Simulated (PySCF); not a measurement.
W(O)2(Me)2 (C₂H₆O₂W), SMILES [CH3][W]([CH3])(=[O])=[O], multiplicity 1.

Geometry: B3LYP-D3(BJ)/def2-SVP. The spin state was assumed, not searched. The structure was generated by enumeration; whether it is a known compound was not checked. The def2 effective core potentials stand for the cores of W; spin–orbit coupling is left out.

Method: PBE0/def2-TZVP (PySCF).

Symmetry labels are those of the subgroup C2v that the program uses (full group C2v).

Computed valence orbital energies around the gap with their symmetry:
```tsv
orbital	symmetry	energy (eV)
HOMO−7	A1	-11.70
HOMO−6	B2	-11.01
HOMO−5	B1	-10.48
HOMO−4	A2	-10.47
HOMO−3	A1	-10.19
HOMO−2	A1	-9.81
HOMO−1	B2	-8.80
HOMO	B1	-8.70
LUMO	A1	-2.49
LUMO+1	A2	-1.39
LUMO+2	B1	-0.09
LUMO+3	A1	0.02
```
